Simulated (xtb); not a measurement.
Cl$_{4}$Te, singlet, geometry from GFN2-xTB; GFN1-xTB (xtb 6.7.1).

xtb was given this input:
```
$ xtb mol.xyz --gfn 1 --chrg 0 --uhf 0 --json

# file mol.xyz
5

Te    -0.00534842     0.01223355     0.48327654
Cl     1.16596908    -1.49075955    -0.82644836
Cl     1.90421897     1.50336856     0.12041395
Cl    -1.14657041     1.44638856    -0.92639152
Cl    -1.90725777    -1.49641785     0.15416827
```

### Question
Write the output that xtb gives for this input, abridged.

### Answer

```
   ID    Z sym.   atoms
    1   52 Te     1
    2   17 Cl     2-5

           -------------------------------------------------
          |                Calculation Setup                |
           -------------------------------------------------

           -------------------------------------------------
          |                 G F N 1 - x T B                 |
           -------------------------------------------------

          ...................................................
          :                      SETUP                      :
          :.................................................:
          :  # basis functions                  50          :
          :  # atomic orbitals                  45          :
          :  # shells                           15          :
          :  # electrons                        34          :
          :  # halogen bonds                     0          :
          :  max. iterations                   250          :
          :  Hamiltonian                  GFN1-xTB          :
          :  restarted?                      false          :
          :  GBSA solvation                  false          :
          :  PC potential                    false          :
          :  electronic temp.          300.0000000     K    :
          :  accuracy                    1.0000000          :
          :  -> integral cutoff          0.2500000E+02      :
          :  -> integral neglect         0.1000000E-07      :
          :  -> SCF convergence          0.1000000E-05 Eh   :
          :  -> wf. convergence          0.2000000E-04 e    :
          :  Broyden damping             0.4000000          :
          :  net charge                          0          :
          :  unpaired electrons                  0          :
          ...................................................

 iter      E             dE          RMSdq      gap      omega  full diag
   1    -20.8477852 -0.208478E+02  0.487E+00    4.08       0.0  T
   2    -20.8505861 -0.280094E-02  0.268E+00    3.73       1.0  T
   3    -20.8488363  0.174979E-02  0.908E-01    3.59       1.0  T
   4    -20.8512988 -0.246244E-02  0.246E-01    3.50       1.0  T
   5    -20.8513452 -0.463705E-04  0.399E-02    3.56       1.1  T
   6    -20.8513537 -0.850156E-05  0.227E-03    3.56      19.7  T
   7    -20.8513537 -0.108341E-07  0.275E-04    3.56     162.8  T
   8    -20.8513537 -0.381561E-10  0.124E-05    3.56    3619.9  T
[...]
         :: total energy             -20.843044088170 Eh    ::
[...]
        20                         -0.2778567              -7.5609
        21                         -0.0892968              -2.4299
        22                         -0.0885238              -2.4089
        23                         -0.0874695              -2.3802
        24                         -0.0873611              -2.3772
        25                         -0.0867451              -2.3605
        26                         -0.0865542              -2.3553
        27                         -0.0859095              -2.3377
        28                         -0.0793701              -2.1598
       ...                                ...                  ...
        45                          0.5679720              15.4553
      -------------------------------------------------------------
                  HL-Gap            0.1307544 Eh            3.5580 eV
             Fermi-level           -0.4016133 Eh          -10.9285 eV

  Mulliken/CM5 charges         n(s)   n(p)   n(d)
     1Te    0.40114  0.46551   2.010  2.974  0.615
     2Cl    0.03541  0.01661   1.945  5.030 -0.010
     3Cl   -0.23598 -0.24936   1.953  5.291 -0.008
     4Cl    0.03541  0.01661   1.945  5.030 -0.010
     5Cl   -0.23598 -0.24936   1.953  5.291 -0.008

Wiberg/Mayer (AO) data.
largest (>0.10) Wiberg bond orders for each atom

 ---------------------------------------------------------------------------
     #   Z sym  total        # sym  WBO       # sym  WBO       # sym  WBO
 ---------------------------------------------------------------------------
     1  52 Te   4.093 --     2 Cl   1.147     4 Cl   1.147     5 Cl   0.899
                             3 Cl   0.899
     2  17 Cl   1.336 --     1 Te   1.147
     3  17 Cl   1.124 --     1 Te   0.899     5 Cl   0.113
     4  17 Cl   1.336 --     1 Te   1.147
     5  17 Cl   1.124 --     1 Te   0.899     3 Cl   0.113
 ---------------------------------------------------------------------------

Topologies differ in total number of bonds
Writing topology from bond orders to xtbtopo.mol

 dipole moment from electron density (au)
     X       Y       Z
  -0.0089   0.0204   0.8072  total (Debye):    2.052

           -------------------------------------------------
          | TOTAL ENERGY              -20.843044088170 Eh   |
          | GRADIENT NORM               0.013701047402 Eh/α |
          | HOMO-LUMO GAP               3.558009513918 eV   |
           -------------------------------------------------

normal termination of xtb
```
